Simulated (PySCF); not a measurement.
# Ionisation energy of Ni²⁺ by level of theory

Ni²⁺ [Ar] 3d8 [3d3/2^4 3d5/2^4, M_J = 4] → Ni³⁺ [Ar] 3d7 [3d3/2^4 3d5/2^3, M_J = 9/2], as a difference of total energies. Computed with PySCF 2.14 in x2c-QZVPPall-2c, with the two-component X2C-1e Hamiltonian. Correlated levels: [Ne] frozen; the 8 highest virtual spinors dropped. "Screened" scales the spin-orbit matrix elements by Boettger's factors to mimic the two-electron term; Breit and QED terms are absent.

| method | ionisation energy (eV) |
| --- | --- |
| GHF (spin-free) | 32.620 |
| GMP2 (spin-free) | 35.460 |
| GHF (screened spin-orbit) | 32.601 |
| GMP2 (screened spin-orbit) | 35.442 |

How much does correlation contribute at GMP2 (screened spin-orbit)?

35.442 − (32.601) = 2.841 eV, measured against GHF (screened spin-orbit).

Errors of the correlated levels include the incompleteness of this basis and the frozen core.

The labels give the starting determinants; with spin-orbit coupling the two ends relaxed to ⟨J²⟩ = 20.01, ⟨L²⟩ = 12.01, ⟨S²⟩ = 2.00 and ⟨J²⟩ = 24.76, ⟨L²⟩ = 12.03, ⟨S²⟩ = 3.74.

For comparison: 35.187 ± 0.019 eV (measured; NIST Atomic Spectra Database, ionization energies).
